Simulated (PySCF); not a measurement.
# Exercise with solution: dipole moment from atomic charges

(Z)-1-chloro-1,2-difluoroprop-1-ene (C3H3ClF2), SMILES C/C(F)=C(\F)Cl. Atoms are numbered in the order given.

```xyz
9

C     -0.3774    -2.2586     0.0000
C      0.2472    -0.9093     0.0000
F      1.5884    -0.9021     0.0000
C     -0.4040     0.2608     0.0000
F     -1.7367     0.3078     0.0000
Cl     0.3604     1.8016     0.0000
H     -0.0577    -2.8271    -0.8894
H     -0.0577    -2.8271     0.8894
H     -1.4718    -2.1819     0.0000
```
Charge 0, spin multiplicity 1.

Coordinates come from a B3LYP-D3(BJ)/def2-SVP optimisation.

Charges (e) from PySCF with B3LYP/def2-TZVP:

```json
[
 {"atom": "C1", "IAO": "-0.430", "ESP fit": "-0.455"},
 {"atom": "C2", "IAO": "0.253", "ESP fit": "0.378"},
 {"atom": "F3", "IAO": "-0.270", "ESP fit": "-0.208"},
 {"atom": "C4", "IAO": "0.191", "ESP fit": "-0.081"},
 {"atom": "F5", "IAO": "-0.256", "ESP fit": "-0.079"},
 {"atom": "Cl6", "IAO": "0.021", "ESP fit": "-0.003"},
 {"atom": "H7", "IAO": "0.161", "ESP fit": "0.151"},
 {"atom": "H8", "IAO": "0.161", "ESP fit": "0.151"},
 {"atom": "H9", "IAO": "0.169", "ESP fit": "0.147"}
]
```

The dipole moment of the full density is 1.69 D.

Problem. What dipole moment does each set of point charges give, and which comes closer to that of the density?

Solution. 
μ = Σ q r, and 1 e Å = 4.8032 D.
IAO: Σ q r = (-0.096, -0.286, 0.000) e Å, |μ| = 1.45 D.
ESP fit: Σ q r = (-0.130, -0.354, 0.000) e Å, |μ| = 1.81 D.
ESP fit comes closer in size. Point charges leave out the atoms' own dipoles (lone pairs, polarised bonds); fits to the potential absorb them, partitions of the density don't.
